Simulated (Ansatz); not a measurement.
Gas-phase electronic energies from Ansatz, PBE0-D4/def2-TZVP geometries. CCSD(T)/CBS adds triple-zeta CCSD(T) − MP2 to the extrapolated MP2 energy (def2 sets, frozen cores). This one scheme is used for every species. DFT in def2-TZVPP. HSE06 is defined as in plane-wave codes. Each species was taken in one conformer, which may not be the lowest.

Reaction (redistribution): `F[Si]O[SiH3]` + `F[Si](F)(S)S` → `[SiH3]O[Si]S` + `F[Si](F)(F)S`

(1) Is it downhill or uphill in electronic energy at CCSD(T)/CBS, and by how much? (An estimate is asked.)

(2) What do these levels give: BLYP-D4, r2SCAN-D4, PBE0-D4, r2SCANh-D4, HSE06-D4, ωB97M-V, PBE-QIDH, r2SCAN, HSE06, RPA@PBE/def2-TZVPP, HF/def2-QZVPP, SCS-MP2/def2-QZVPP? (An estimate is asked.)

Largest T1 diagnostic among the species: 0.015.

## Answers

(1) Computed: Nearly level: ΔE = +0.1 kcal/mol.

(2) The calculation gave: BLYP-D4 1.2, r2SCAN-D4 -0.5, PBE0-D4 0.4, r2SCANh-D4 -0.6, HSE06-D4 0.2, ωB97M-V 1.7, PBE-QIDH -0.2, r2SCAN -0.6, HSE06 0.0, RPA@PBE/def2-TZVPP -0.4, HF/def2-QZVPP -1.0, SCS-MP2/def2-QZVPP 0.2 kcal/mol.

Leaving LDA and LC-ωPBE aside and taking each functional with its dispersion term where it has one, the values, not all of them listed here, spread over 2.4 kcal/mol, from r2SCAN0-D4 to ωB97X-V.
